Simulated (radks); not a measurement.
Si+, configuration [Ne] 3s2 3p(up 0.75, down 0.25) (fractional occupations, a model configuration).

Calculated with a radial shooting solver on a logarithmic mesh with Libxc functionals: non-relativistic Kohn-Sham, PBEsol, spin-polarised, spherical densities, point nucleus.

Energy parts (Ry):
| part | energy |
|---|---|
| total | -576.77191 |
| kinetic | 575.82518 |
| electron-nucleus | -1367.40264 |
| Hartree | 254.43108 |
| exchange-correlation | -39.62552 |

Orbitals (lengths in bohr, moments of r in powers of bohr; r(90%) holds 90 % of the orbital's charge):
\begin{tabular}{lrrrr}
orbital & occ. & eigenvalue (Ry) & <r^4> & r(90%) \\ \hline
1s up & 1 & -131.3632 & 0.0007309 & 0.200 \\
1s down & 1 & -131.3597 & 0.0007308 & 0.200 \\
2s up & 1 & -10.87612 & 0.2804 & 0.899 \\
2s down & 1 & -10.87226 & 0.2799 & 0.899 \\
2p up & 3 & -7.71623 & 0.2984 & 0.904 \\
2p down & 3 & -7.71101 & 0.2976 & 0.904 \\
3s up & 1 & -1.41032 & 39.22 & 3.10 \\
3s down & 1 & -1.37023 & 39.59 & 3.11 \\
3p up & 0.75 & -0.87341 & 84.38 & 3.76 \\
3p down & 0.25 & -0.83395 & 87.82 & 3.79 \\
\end{tabular}

The highest occupied level is 3p down at -11.347 eV. Virial ratio -V/T = 2.00164. The spin density at the nucleus is -0.05924 e/bohr^3 (1s -0.02905, 2s 0.01054, 3s -0.04073), a Fermi contact field of -3.11 T. The density falls to 0.001 e/bohr^3 at r = 3.92 bohr. The electron density at the nucleus is 1764 e/bohr^3. Spin moment in Bohr magnetons: 0.5.
